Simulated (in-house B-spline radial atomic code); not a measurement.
A fraction x of an electron is removed from 4d in the molybdenum ion Mo³⁺, starting from [Kr] 4d3 and keeping the highest spin. Method: scalar-relativistic (X2C) CAM-B3LYP, spin-polarised, spherical fractional occupations, Fermi nucleus of rms radius 4.4091 fm. Calculated with a B-spline radial code for spherical atoms.

Caution: exact exchange at fractional occupations of open shells leaves self-interaction of up to several eV.

| x | E(x) - E(0) (eV) | 4d up level (eV) |
| --- | --- | --- |
| 0 | 0.0000 | -34.534 |
| 0.01 | 0.3459 | -34.648 |
| 0.16 | 5.6725 | -36.377 |
| 0.32 | 11.6421 | -38.246 |
| 0.45 | 16.7138 | -39.783 |
| 0.5 | 18.7178 | -40.378 |
| 0.56 | 21.1620 | -41.096 |
| 0.7 | 27.0333 | -42.783 |
| 0.81 | 31.8130 | -44.122 |
| 0.89 | 35.3819 | -45.102 |
| 1 | 40.4176 | -46.459 |

The exact functional would give a straight line between the two integer points. Deviations E(x) - E(0) - x[E(1) - E(0)], in eV: -0.058 at x = 0.01, -0.794 at x = 0.16, -1.292 at x = 0.32, -1.474 at x = 0.45, -1.491 at x = 0.5, -1.472 at x = 0.56, -1.259 at x = 0.7, -0.925 at x = 0.81, -0.59 at x = 0.89.

The curve lies below the straight line by up to 1.491 eV (at x = 0.5): convex, the delocalisation error, to which spherically averaged exact exchange adds.

(1) How well does Slater's transition state (minus the level at half occupation) give the ionisation energy?

Results:

(1) It gives 40.378 eV against 40.418 eV from the two total energies; NIST lists 40.33 eV, ground level to ground level. The end point has an open shell averaged over its orbitals, so its exact exchange keeps a self-interaction and this is no true integer point.
